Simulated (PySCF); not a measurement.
How the numbers were obtained: PBE0/pcSseg-1 with gauge-including orbitals, geometry: GFN2-xTB, in PySCF 2.14.0 with density-fitted response routines (one averaged value for each set of equivalent atoms, a single conformation, no solvent, non-relativistic).

References, each an isolated molecule treated in the same way: TMS for 1H (σ = 31.72 ppm) and 13C (σ = 186.93 ppm). Acid and N–H amide carbonyl carbons lie up to 10 ppm further downfield in solution (hydrogen bonding). Shifts are as computed. Against solution values, carbons near 30 ppm lie about +3 ppm off and those near 130 ppm about +5 ppm. Of 1211 compounds with measured shifts, 218 miss one by over three times the rms of a fit or turn the order of signals round; such compounds aren't used in these exercises. OH and NH positions are gas-phase values without hydrogen bonding to other molecules.

(1) Order these molecules by the shift of their most deshielded carbon, lowest δ first.
A. CC(C)(C)n1cnnc1
B. CO[SiH2]OCOC(=O)O[SiH3]
C. CP1CC[PH](=O)CC1
D. O=C(O)CCOC(F)F
E. OCC(F)F

(2) Order these molecules by the shift of their most shielded carbon-bound hydrogen, lowest δ first.
A. CP1CC[PH](=O)CC1
B. CC(C)(C)n1cnnc1
C. CO[SiH2]OCOC(=O)O[SiH3]
D. O=C(O)CCOC(F)F

(3) How many 13C and 1H signals does each give (equivalence by symmetry and fast rotation, but not about amide C–N or C=N bonds)? `OCC(F)F`, `CO[SiH2]OCOC(=O)O[SiH3]`, `CC(C)(C)n1cnnc1`, `CP1CC[PH](=O)CC1`, `O=C(O)CCOC(F)F`

Results:

(1) C (30.9 ppm, sp3 CH2 bonded to P), E (123.4 ppm, sp3 CH bonded to 2 F), A (142.5 ppm, aromatic CH between two ring heteroatoms), B (164.2 ppm, carbonate carbon), D (175.3 ppm, carboxylic acid carbon).

(2) A (1.00 ppm, hydrogen on a methyl carbon bonded to P), B (1.58 ppm, hydrogen on a methyl carbon), D (2.94 ppm, hydrogen on an sp3 CH2 α to a carbonyl), C (3.86 ppm, hydrogen on a methyl carbon bonded to O).

(3) OCC(F)F: 2 C, 3 H; CO[SiH2]OCOC(=O)O[SiH3]: 3 C, 4 H; CC(C)(C)n1cnnc1: 3 C, 2 H; CP1CC[PH](=O)CC1: 3 C, 6 H; O=C(O)CCOC(F)F: 4 C, 4 H.
